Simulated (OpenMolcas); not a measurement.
**Ru3+: ligand-field states by method**

Ru3+ with its 6 nearest fluoride ions at 2.056 Å, on the Y site of Cs2NaYF6 (a = 9.075 Å, distance in the model lattice 2.178 Å). The rest of the host is ab initio model potentials to 7.6 Å, with orthogonalisation functions on the cations behind the ligands, and point charges beyond; the distance is set by hand and nothing relaxes. Ligand basis ANO-RCC-VDZP.
```
Ru    0.0000    0.0000    0.0000
F     2.0560    0.0000    0.0000
F     0.0000    2.0560    0.0000
F    -2.0560    0.0000    0.0000
F     0.0000   -2.0560    0.0000
F     0.0000    0.0000    2.0560
F     0.0000    0.0000   -2.0560
```

```
Program             : OpenMolcas 26.06
Basis               : ANO-RCC-VDZP [6s5p3d1f]
Scalar Hamiltonian  : DKH2, point nucleus
Active space        : 5 electrons in 5 orbitals (4d)
State averaging     : 2S+1 = 6 even, 1 root; 2S+1 = 4 even, 24 roots; 2S+1 = 2 even, 75 roots
Spin-orbit coupling : state interaction with AMFI integrals over the reference wave functions
```

I. CASSCF
II. SS-CASPT2, IPEA 0.25 Eh, imaginary shift 0.1 Eh (closed shells correlated: 4s 4p and the ligand valence shells)

Spin-free states (labels of O, the rotations of Oh) in cm-1, each column counted from its own energy of the first state listed:

```csv
State,Degeneracy,I,II
6A1,1,0,0
2T2,3,914,-9330
4T1,3,6377,160
4T2,3,12102,4730
2T1,3,17542,8710
2A2,1,17723,8020
2T2,3,19825,10620
2E,2,21648,11590
4A1,1,23652,18760
4E,2,24244,18950
2T1,3,26714,15700
4T2,3,27074,20990
2T2,3,29057,17470
4E,2,29658,22770
2A1,1,30957,20010
2E,2,33374,23670
2A1,1,35399,26720
2T2,3,36598,28270
4T1,3,37360,30230
4A2,1,39744,30570
```

II puts a state of multiplicity 2 lowest, 9300 cm-1 below that state.

From I to II, I's first state of another spin (2T2) moves from 914 to -9330 cm-1, by about -10000 cm-1.

I: A least-squares ligand-field fit to the states below 45000 cm-1, each weighted by its degeneracy and with a free common offset, gives 10Dq = 20448 cm-1, B = 783 cm-1 and C = 3204 cm-1 (C/B = 4.09), with an rms deviation of 239 cm-1. The same method and metal basis give the free ion B = 902 cm-1 (fit to its terms below 60000 cm-1, rms deviation 29 cm-1), so the nephelauxetic ratio is β = 783 / 902 = 0.87; it hangs on how both fits weigh the states, and computed free-ion B values tend to be too large, so β mixes covalency with correlation.

II: A least-squares ligand-field fit to the states below 45000 cm-1, each weighted by its degeneracy and with a free common offset, gives 10Dq = 21057 cm-1, B = 609 cm-1 and C = 2453 cm-1 (C/B = 4.03), with an rms deviation of 416 cm-1. The same method and metal basis give the free ion B = 763 cm-1 (fit to its terms below 60000 cm-1, rms deviation 718 cm-1), so the nephelauxetic ratio is β = 609 / 763 = 0.80; it hangs on how both fits weigh the states, and computed free-ion B values tend to be too large, so β mixes covalency with correlation.

From I to II, 10Dq changes by +3 %, B by -22 % and C by -23 %.

χT at 300 K: I 1.40, II 0.65 cm3 K/mol.

Roots that are degenerate in the reference are averaged as groups; the widest CASPT2 spread within a group is 400 cm-1 (the 3-fold group of multiplicity 2 near 26800 cm-1 above the lowest state of its run, II). Shifts and gaps below about the spread of the groups concerned are not significant. Over all roots computed the reference weight is 0.71 to 0.72 in II; a low but even weight reflects the number of correlated electrons. The least metal-like active orbital is 85 % on the metal (Löwdin) and no ligand orbital is active, so the numbers are rough. Ligand-to-metal charge-transfer states are missing. With no ligand orbital active B as a rule stays too high, so bands that hang on it stand too high and its fall with covalency is understated. Spin-orbit coupling mixes the spin-free states strongly: the lowest level takes only 70 % from its leading state, 2T2, which lies 914 cm-1 above the lowest spin-free state (holds for I). Without dynamic correlation the repulsion within the d shell is too large (B by tens of per cent), so at a given field states of lower spin stand too high (holds for I). This shell can be high or low spin here, a state of another spin lies low, and with metal d orbitals alone active their balance is uncertain, so the ground spin may be wrong (holds for I). With metal d orbitals alone the field can be off either way by tens of per cent (holds for I). An orbital triplet at a regular site is open to Jahn-Teller coupling, which can distort the site and quench the lowest spin-orbit gaps and is left out (holds for II). This shell can be high or low spin here, a state of another spin lies low, and with metal d orbitals alone active their balance is uncertain, so the ground spin may be wrong, although the usual error favours high spin (holds for II). With one d shell and no ligand orbital active, 10Dq can be off by a tenth or more (holds for II). No measured value stands beside these numbers; the geometry was set by hand and not optimised.
